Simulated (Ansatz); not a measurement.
One change: `C=CBI` becomes `C=CBBr`.

Ansatz, PBE0-D4/def2-TZVP geometries, multiplicity 1. Each molecule was computed in one conformer, which needn't be the lowest.

Elements past krypton have def2 core potentials. Scalar relativity is left out up to krypton.

```json
{"property": "HOMO energy (PBE0/def2-TZVPP) / eV", "`C=CBI`": "-7.37"}
{"property": "HOMO energy (ωB97M-V/def2-TZVPP) / eV", "`C=CBI`": "-9.51"}
{"property": "size of the dipole moment (PBE/def2-TZVPP) / D", "`C=CBI`": "1.85"}
{"property": "ideal-gas entropy at 298 K and 1 bar (rigid rotor, harmonic PBE0-D4/def2-TZVP) / J/(mol·K)", "`C=CBI`": "318"}
{"property": "LUMO energy (PBE/def2-TZVPP) / eV", "`C=CBI`": "-3.23"}
{"property": "HOMO energy (B3LYP/def2-TZVPP) / eV", "`C=CBI`": "-7.13"}
```

Problem. What does the change do to each property? (Estimate.)

Solution. Computed: 
| property | `C=CBBr` | shift |
| --- | --- | --- |
| HOMO energy (PBE0/def2-TZVPP) / eV | -8.03 | -0.66 |
| HOMO energy (ωB97M-V/def2-TZVPP) / eV | -10.27 | -0.76 |
| size of the dipole moment (PBE/def2-TZVPP) / D | 1.90 | 0.05 |
| ideal-gas entropy at 298 K and 1 bar (rigid rotor, harmonic PBE0-D4/def2-TZVP) / J/(mol·K) | 310 | -8 |
| LUMO energy (PBE/def2-TZVPP) / eV | -3.12 | 0.11 |
| HOMO energy (B3LYP/def2-TZVPP) / eV | -7.78 | -0.65 |

With PBE0 the HOMO falls by 0.66 eV and the LUMO rises by 0.14 eV, so the gap widens by about 0.80 eV. PBE moves the HOMO by -0.50 eV and ωB97M-V by -0.76 eV. Dipoles are sizes alone; their direction can turn.

B3LYP here is the variant with VWN-RPA as its local correlation; programs differ in this.

Spin–orbit coupling is left out; it splits and shifts lone-pair levels of the heavy atoms by tenths of an eV.
